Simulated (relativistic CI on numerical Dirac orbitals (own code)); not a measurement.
# Calculated levels, Yb V

Method of calculation: Dirac-Coulomb-Breit CI, separate exchange-only KLI orbitals for each configuration, a model potential for QED, valence Slater integrals scaled by 0.85, P86 correlation energy added to each configuration (own radial code, finite nucleus).

Configurations in the expansion (outside the closed core [Kr] 4d10): 4f¹²5s²5p⁶, 4f¹¹5s²5p⁶5d, 4f¹³5s²5p⁵, 4f¹²5s²5p⁵5d, 4f¹¹5s²5p⁶6s, 4f¹¹5s²5p⁶6p, 4f¹²5s²5p⁵5g, 4f¹²5s²5p⁵6s, 4f¹²5s5p⁶5d, 4f¹¹5s²5p⁶6d, 4f¹¹5s²5p⁶7s, 4f¹¹5s²5p⁶7p, 4f¹¹5s²5p⁶5g, 4f¹¹5s²5p⁶7d, 4f¹²5s5p⁶5f, 4f¹¹5s²5p⁶8s, 4f¹³5s5p⁶, 4f¹¹5s²5p⁶6g, 4f¹²5s²5p⁵7s, 4f¹⁴5p⁶, 4f¹⁴5p⁵5d, 4f¹⁴5p⁵5g. Double excitations out of closed p, d and f shells are left out; levels of such configurations are missing from the list, as are those of other unlisted configurations, and high levels can miss mixing partners.

The lowest level is 4f¹²5s²5p⁶ ³H6, with 99 % of that term; Hund's rules for 4f¹²5s²5p⁶ give ³H with J = 6, in agreement.

```csv
No.,Configuration,Term,J,E (eV),%,Next component (%),jj configuration (%)
1,4f¹²5s²5p⁶,³H,6,0.0000,99,1 ¹I,4f7/2^6 (92)
2,4f¹²5s²5p⁶,³F,4,0.7474,57,35 ¹G,4f7/2^6 (99)
3,4f¹²5s²5p⁶,³H,5,1.1710,100,,4f5/2^5 4f7/2^7 (100)
4,4f¹²5s²5p⁶,³H,4,1.7626,53,33 ³F,4f5/2^5 4f7/2^7 (86)
5,4f¹²5s²5p⁶,³F,3,2.0650,100,,4f5/2^5 4f7/2^7 (100)
6,4f¹²5s²5p⁶,³F,2,2.1460,76,22 ¹D,4f7/2^6 (52)
7,4f¹²5s²5p⁶,¹G,4,2.8999,51,38 ³H,4f5/2^4 4f7/2^8 (86)
8,4f¹²5s²5p⁶,¹D,2,4.0044,44,35 ³P,4f7/2^6 (46)
9,4f¹²5s²5p⁶,¹I,6,4.7664,99,1 ³H,4f5/2^5 4f7/2^7 (92)
10,4f¹²5s²5p⁶,³P,0,5.1507,93,7 ¹S,4f7/2^6 (68)
11,4f¹²5s²5p⁶,³P,1,5.3121,100,,4f5/2^5 4f7/2^7 (100)
12,4f¹²5s²5p⁶,³P,2,5.4939,63,34 ¹D,4f5/2^4 4f7/2^8 (51)
13,4f¹²5s²5p⁶,¹S,0,10.5512,93,7 ³P,4f5/2^4 4f7/2^8 (68)
14,4f¹¹5s²5p⁶5d,⁵G°,6,15.1998,75,16 ⁵H°,4f7/2^5 5d3/2 (76)
15,4f¹¹5s²5p⁶5d,⁵H°,7,15.3662,76,14 ⁵I°,4f7/2^5 5d3/2 (66)
16,4f¹¹5s²5p⁶5d,³L°,9,15.5581,45,32 ⁵L°,4f7/2^5 5d3/2 (77)
17,4f¹¹5s²5p⁶5d,⁵I°,8,15.7128,42,30 ⁵K°,4f7/2^5 5d3/2 (73)
18,4f¹¹5s²5p⁶5d,⁵L°,10,15.9560,96,4 ³M°,4f7/2^5 5d5/2 (79)
19,4f¹¹5s²5p⁶5d,⁵G°,5,16.1390,66,22 ⁵H°,4f5/2^5 4f7/2^6 5d3/2 (51)
20,4f¹¹5s²5p⁶5d,⁵K°,9,16.2120,73,25 ³L°,4f7/2^5 5d5/2 (77)
21,4f¹¹5s²5p⁶5d,⁵H°,6,16.2765,52,20 ⁵G°,4f5/2^5 4f7/2^6 5d3/2 (37)
22,4f¹¹5s²5p⁶5d,⁵I°,8,16.3956,47,21 ³K°,4f7/2^5 5d5/2 (61)
23,4f¹¹5s²5p⁶5d,⁵I°,7,16.4279,28,21 ⁵K°,4f7/2^5 5d5/2 (44)
24,4f¹¹5s²5p⁶5d,⁵L°,8,16.6819,42,36 ³K°,4f5/2^5 4f7/2^6 5d3/2 (72)
25,4f¹¹5s²5p⁶5d,⁵G°,4,16.8333,39,30 ⁵H°,4f7/2^5 5d3/2 (32)
26,4f¹¹5s²5p⁶5d,³G°,5,16.8427,51,28 ⁵H°,4f5/2^5 4f7/2^6 5d3/2 (42)
27,4f¹¹5s²5p⁶5d,³I°,7,16.8638,35,27 ⁵K°,4f5/2^5 4f7/2^6 5d3/2 (57)
28,4f¹¹5s²5p⁶5d,³H°,6,16.9732,35,27 ⁵I°,4f5/2^5 4f7/2^6 5d3/2 (52)
29,4f¹¹5s²5p⁶5d,⁵L°,9,17.1658,65,29 ³L°,4f5/2^5 4f7/2^6 5d5/2 (91)
30,4f¹¹5s²5p⁶5d,³G°,5,17.1760,44,19 ⁵G°,4f5/2^5 4f7/2^6 5d5/2 (27)
31,4f¹¹5s²5p⁶5d,⁵L°,7,17.2012,39,25 ³I°,4f5/2^5 4f7/2^6 5d3/2 (42)
32,4f¹¹5s²5p⁶5d,⁵G°,4,17.2123,28,16 ³G°,4f7/2^5 5d3/2 (55)
33,4f¹¹5s²5p⁶5d,⁵H°,3,17.2187,25,20 ⁵G°,4f7/2^5 5d3/2 (42)
34,4f¹¹5s²5p⁶5d,³H°,5,17.2877,23,13 ⁵G°,4f7/2^5 5d3/2 (54)
35,4f¹¹5s²5p⁶5d,⁵L°,6,17.3257,28,27 ³H°,4f5/2^5 4f7/2^6 5d3/2 (22)
36,4f¹¹5s²5p⁶5d,⁵K°,8,17.3790,56,21 ³K°,4f5/2^5 4f7/2^6 5d5/2 (90)
37,4f¹¹5s²5p⁶5d,³H°,5,17.4243,34,14 ¹H°,4f7/2^5 5d3/2 (49)
38,4f¹¹5s²5p⁶5d,³H°,6,17.4274,26,20 ⁵L°,4f7/2^5 5d3/2 (38)
39,4f¹¹5s²5p⁶5d,³I°,6,17.4875,42,25 ⁵I°,4f5/2^5 4f7/2^6 5d5/2 (50)
40,4f¹¹5s²5p⁶5d,³G°,4,17.4904,31,25 ⁵H°,4f5/2^5 4f7/2^6 5d5/2 (29)
41,4f¹¹5s²5p⁶5d,⁵I°,7,17.5165,48,29 ³K°,4f5/2^5 4f7/2^6 5d5/2 (82)
42,4f¹¹5s²5p⁶5d,⁵I°,4,17.7103,26,17 ³G°,4f5/2^5 4f7/2^6 5d3/2 (33)
43,4f¹¹5s²5p⁶5d,⁵K°,5,17.7484,40,24 ⁵F°,4f5/2^5 4f7/2^6 5d3/2 (37)
44,4f¹¹5s²5p⁶5d,⁵G°,3,17.7908,60,11 ³G°,4f5/2^4 4f7/2^7 5d5/2 (33)
45,4f¹¹5s²5p⁶5d,³L°,8,17.8174,43,26 ⁵L°,4f5/2^5 4f7/2^6 5d5/2 (37)
46,4f¹¹5s²5p⁶5d,⁵G°,2,17.8197,50,29 ³F°,4f7/2^5 5d5/2 (25)
47,4f¹¹5s²5p⁶5d,⁵G°,6,17.8421,33,22 ³H°,4f7/2^5 5d5/2 (41)
48,4f¹¹5s²5p⁶5d,⁵H°,3,17.8629,39,21 ⁵D°,4f5/2^5 4f7/2^6 5d3/2 (28)
49,4f¹¹5s²5p⁶5d,³I°,7,17.9031,37,28 ³K°,4f7/2^5 5d5/2 (48)
50,4f¹¹5s²5p⁶5d,³H°,4,17.9078,22,18 ³G°,4f5/2^5 4f7/2^6 5d5/2 (30)
51,4f¹¹5s²5p⁶5d,³I°,5,18.0477,26,24 ⁵I°,4f5/2^5 4f7/2^6 5d5/2 (31)
52,4f¹¹5s²5p⁶5d,³H°,6,18.1454,32,20 ³K°,4f5/2^5 4f7/2^6 5d5/2 (30)
53,4f¹¹5s²5p⁶5d,³L°,7,18.1699,35,16 ⁵H°,4f7/2^5 5d5/2 (48)
54,4f¹¹5s²5p⁶5d,⁵D°,2,18.1911,32,23 ⁵G°,4f7/2^5 5d3/2 (55)
55,4f¹¹5s²5p⁶5d,⁵D°,1,18.3000,64,15 ³D°,4f7/2^5 5d3/2 (56)
56,4f¹¹5s²5p⁶5d,³G°,4,18.3191,31,27 ⁵G°,4f5/2^5 4f7/2^6 5d3/2 (45)
57,4f¹¹5s²5p⁶5d,⁵D°,0,18.3329,78,21 ³P°,4f7/2^5 5d3/2 (44)
58,4f¹¹5s²5p⁶5d,³H°,6,18.3505,35,32 ³I°,4f7/2^5 5d5/2 (36)
59,4f¹¹5s²5p⁶5d,⁵D°,3,18.3891,30,19 ³G°,4f7/2^5 5d3/2 (37)
60,4f¹¹5s²5p⁶5d,⁵F°,3,18.3941,28,19 ³G°,4f5/2^5 4f7/2^6 5d3/2 (51)
61,4f¹¹5s²5p⁶5d,³H°,5,18.4932,25,18 ³G°,4f7/2^5 5d5/2 (35)
62,4f¹¹5s²5p⁶5d,³I°,5,18.4957,25,18 ¹H°,4f5/2^5 4f7/2^6 5d5/2 (50)
63,4f¹¹5s²5p⁶5d,⁵F°,2,18.5098,41,40 ⁵D°,4f5/2^5 4f7/2^6 5d3/2 (50)
64,4f¹¹5s²5p⁶5d,³K°,7,18.5836,41,22 ³L°,4f5/2^5 4f7/2^6 5d5/2 (31)
65,4f¹¹5s²5p⁶5d,³K°,6,18.5873,29,23 ¹I°,4f5/2^5 4f7/2^6 5d5/2 (54)
66,4f¹¹5s²5p⁶5d,⁵I°,4,18.6474,23,21 ³H°,4f5/2^5 4f7/2^6 5d5/2 (30)
67,4f¹¹5s²5p⁶5d,³G°,3,18.6519,29,23 ⁵G°,4f5/2^5 4f7/2^6 5d3/2 (51)
68,4f¹¹5s²5p⁶5d,⁵H°,7,18.6560,26,22 ¹K°,4f5/2^5 4f7/2^6 5d5/2 (29)
69,4f¹¹5s²5p⁶5d,⁵G°,2,18.7124,32,24 ³D°,4f5/2^5 4f7/2^6 5d3/2 (40)
70,4f¹¹5s²5p⁶5d,³I°,6,18.7269,36,20 ⁵G°,4f7/2^5 5d3/2 (31)
```

Energies count from the lowest computed level; ° marks odd parity. Filled j subshells are mostly left out of the jj labels.

The mean weight of the leading LS term, summed over parents, in these 70 levels is 48 %, and that of the leading jj configuration (from the same eigenvectors) 54 %.

At this charge configurations can still be misplaced by up to about 7 % of their energy. Levels and lines within the n = 5 or 6 shells can be off by up to 10 % or somewhat more, and those that change n by about 2 %, since core polarisation is missing. 8 of the 11 excited levels that our extract of the measured tables holds in this range could be paired (the sources list more); they are missed by 779 cm⁻¹ on average and 1764 at most, and levels without a partner can miss by more. Some levels of the ground configuration have no partner and can miss by 10 % or more. Levels that differ in their count of f electrons can be misplaced by several ten thousand cm⁻¹, since the correlation energy of f electrons is missing or only estimated; rates across such gaps can be off by orders of magnitude.

LS names give the leading component of a level, which can be under half, so a name can repeat, a term be missing and a line seem to break the LS rules.
